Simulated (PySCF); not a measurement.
# Core-level binding energies of (ClGaPH)3 ring

(ClGaPH)3 ring, Cl3Ga3H3P3.
Geometry (PBE0-D3(BJ)/def2-SVP, Å), atoms numbered from 1 in this order:
```xyz
12
Cl3Ga3H3P3 angstrom
Ga    -0.1510    0.6272   -1.6998
Cl    -0.7476    1.3166   -3.6456
P     -0.2241    2.2164    0.0019
Ga     0.8354    0.6736    1.3576
Cl     2.9949    0.6437    1.4480
P     -0.2240   -1.0935    2.4363
Ga    -0.8898   -1.7510    0.3208
Cl    -2.9631   -2.2587    0.0171
P      0.4458   -1.6317   -1.5718
H      0.9565    2.8604   -0.4857
H     -1.4747   -0.4161    2.6036
H      1.5573   -1.2697   -0.7314
```

The calculation used PySCF 2.14.0, delta-SCF UKS SCAN, pcX-2 on the ionised atom, pcseg-1 elsewhere, spin-free X2C. Binding energies are ΔSCF values: E(core-ionised, relaxed orbitals) − E(ground state) at a fixed geometry, referred to the vacuum level.

Problem. What binding energy does each computed site have?

Solution. 
```
    atom(s)                      environment     level  binding energy (eV)  2p1/2 (eV)  count
   P3/P6/P9  phosphorus bonded to 2 Ga and H   P 2p3/2               136.12      137.00      3
Cl2/Cl5/Cl8            chlorine bonded to Ga  Cl 2p3/2               205.32      206.97      3
   P3/P6/P9  phosphorus bonded to 2 Ga and H      P 1s              2149.61           –      3
Cl2/Cl5/Cl8            chlorine bonded to Ga     Cl 1s              2827.90           –      3
```

Problem. Which photon energy gives electrons from P 1s of P3/P6/P9 a kinetic energy of 150 eV, and what is their de Broglie wavelength?

Solution. hν = 2149.61 + 150 = 2299.61 eV, recoil neglected; λ = 12.264 Å/√(E/eV) = 1.00 Å.

Problem. Give the binding energy of P 1s of P3/P6/P9 in hartree and in kJ/mol.

Solution. 2149.61 eV = 78.9967 Eh = 207406 kJ/mol.

One atom of each set of topologically equivalent atoms was ionised and stands for the set; in this conformer not all members are related by symmetry, and their own values weren't computed. Spin–orbit coupling isn't in the SCF: each 2p doublet comes from a relaxed spin-free hole plus a matrix of the shell (mean-field spin–orbit coupling and the ground-state 2p splitting), with 2p3/2 averaged over its two sublevels. 2p1/2 minus 2p3/2 (ligand field included): Cl 1.65 eV, P 0.89 eV. No level of gallium is listed. Geometry: PBE0-D3(BJ)/def2-SVP, one conformer, isolated molecule.
